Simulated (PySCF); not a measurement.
## Gas-phase thermal properties of VOCl3

Method: PySCF energies (xtb for GFN2) plus ideal-gas RRHO corrections (1 bar). 6-31G* has spherical d functions here. All species are closed-shell singlets. B3LYP is the form with VWN-RPA correlation. The harmonic model lacks anharmonicity and excited electronic states, which grow with temperature; levels with a mode under 35 cm⁻¹ are left out.

| level | point group | σ | ZPE (kJ/mol) | S°298 (J/mol/K) | Cp298 (J/mol/K) | S°1000 (J/mol/K) | H1000 − H298 (kJ/mol) |
|---|---|---|---|---|---|---|---|
| B3LYP/6-31G* | C3v | 3 | 21.1 | 343.9 | 89.3 | 463.7 | 70.5 |
| GFN2-xTB | C3v | 3 | 19.1 | 344.3 | 91.5 | 465.7 | 71.4 |
| HF/6-31G* | C3v | 3 | 23.0 | 340.4 | 87.8 | 458.7 | 69.8 |
| PBE/def2-SVP | C3v | 3 | 20.3 | 345.8 | 90.0 | 466.1 | 70.8 |
| PBE0/def2-TZVP | C3v | 3 | 21.3 | 343.1 | 88.8 | 462.7 | 70.4 |
σ: rotational symmetry number. Electronic degeneracy used: 1. Frequencies are unscaled.
